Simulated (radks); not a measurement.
Results of a calculation; reference values are marked as such.
Nb XXIV, configuration [Ar]. Code: a radial shooting solver on a logarithmic mesh with Libxc functionals. Model: scalar-relativistic Kohn-Sham, SCAN, spin-polarised, spherical densities, finite nucleus; meta-GGA in the generalised Kohn-Sham scheme; Fermi nuclear charge, rms radius 4.324 fm.

Normalised radial functions P(r) = r R(r), r in bohr:

r	3s	3p
0.001535	0.1330	0.0029
0.001905	0.1609	0.0043
0.002384	0.1951	0.0065
0.002958	0.2338	0.0095
0.003701	0.2802	0.0143
0.00463	0.3330	0.0214
0.005747	0.3891	0.0315
0.00719	0.4510	0.0469
0.008923	0.5110	0.0685
0.01116	0.5677	0.1007
0.01385	0.6091	0.1447
0.01733	0.6261	0.2078
0.02169	0.6011	0.2935
0.02691	0.5204	0.4008
0.03367	0.3616	0.5382
0.04179	0.1274	0.6908
0.05228	-0.1916	0.8533
0.06541	-0.5506	0.9870
0.08118	-0.8647	1.0407
0.1016	-1.0466	0.9553
0.126	-0.9708	0.6800
0.1577	-0.5561	0.1730
0.1973	0.1667	-0.5058
0.2448	0.9746	-1.1762
0.3063	1.6260	-1.6685
0.3802	1.8203	-1.7704
0.4756	1.5265	-1.4668
0.5903	0.9748	-0.9506
0.7385	0.4435	-0.4493
0.9239	0.1371	-0.1476
1.147	0.0284	-0.0332

3s: eigenvalue -1252.2 eV, 2 radial nodes at r = 0.0460, 0.188 bohr, <r> = 0.398 bohr, 90 % of the charge inside 0.579 bohr. 3p: eigenvalue -1159.4 eV, 1 radial node at r = 0.168 bohr, <r> = 0.390 bohr, 90 % of the charge inside 0.578 bohr.
